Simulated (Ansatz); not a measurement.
The same path of AlCl2H4N (8 atoms, charge 0, multiplicity 1) was run twice with different band settings. Lost on the way: Al1–H2, N5–H8. Made: H2–H8.

Computed with RKS PBE0/6-31G* in Ansatz.

Relaxed end points:

```xyz
8
Properties=species:S:1:pos:R:3
Al 0.018 -0.054 0.208
H -0.137 0.860 1.492
Cl 1.911 -0.043 -0.786
Cl -1.678 -0.233 -1.082
N 0.058 -1.962 0.941
H -0.656 -2.526 0.478
H 0.965 -2.390 0.757
H -0.113 -1.998 1.945
```

```xyz
8
Properties=species:S:1:pos:R:3
Al 0.113 -0.816 -0.341
H -0.234 0.663 2.178
Cl 1.881 0.282 -0.567
Cl -1.707 0.023 -0.942
N 0.167 -2.458 0.284
H -0.642 -3.056 0.384
H 1.013 -2.934 0.562
H -0.224 -0.050 2.395
```

Common settings: climbing image yes; spring 5.0 eV/Å²; optimiser quadratic models (default); start path through a guess of the saddle point; force threshold 0.05 eV/Å; end points relaxed.

| run | movable images | iteration limit |
| --- | --- | --- |
| 1 | 9 | 39 |
| 2 | 1 | 60 |

Q: What does each run give, and how far can it be trusted?

A: Run 1: converged after 12 iterations, highest image 1.731 eV above the first end. A vibrational analysis at the climbing image gives one clearly imaginary mode, 1246i cm⁻¹: a first-order saddle point.
Run 2: converged after 11 iterations, highest image 1.731 eV above the first end. Neighbouring images differ by up to 1.7 eV, so the band resolves the path poorly. Another band between the same ends (9 images) ends at a top of the same energy, where a vibrational analysis finds 1 clearly imaginary mode. So few images can step over the top or miss a turn of the path.
The orbitals stay closed-shell, which can raise the energy where a bond breaks towards radicals; this wasn't checked here.
